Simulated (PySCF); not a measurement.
A calculated (PBE0, PySCF 2.14, x2c-TZVPall, the spin-free X2C one-electron Hamiltonian (Gaussian nucleus)) atom or ion has these occupied shells.

```
shell  electrons  orbital energy (eV)  rms radius, mean of both spins (bohr)
 1s β          1             -24224.9                                 0.0365
 1s α          1             -24224.9                                 0.0365
 2s α          1              -3568.6                                  0.150
 2s β          1              -3568.4                                  0.150
 2p α          3              -3200.5                                  0.133
 2p β          3              -3200.3                                  0.133
 3s α          1              -662.02                                  0.405
 3s β          1              -661.92                                  0.405
 3p α          3              -540.07                                  0.407
 3p β          3              -539.95                                  0.407
 3d α          5              -345.75                                  0.390
 3d β          5              -345.54                                  0.390
 4s α          1              -102.27                                   1.01
 4s β          1              -101.29                                   1.01
 4p α          3              -66.924                                   1.12
 4p β          3              -65.803                                   1.12
 4d α          5              -16.718                                   1.61
 4d β          4              -15.952                                   1.61
```

Name the element and its charge.

Pd⁺ (palladium, charge +1), in [Kr] 4d9, 2D determinant.
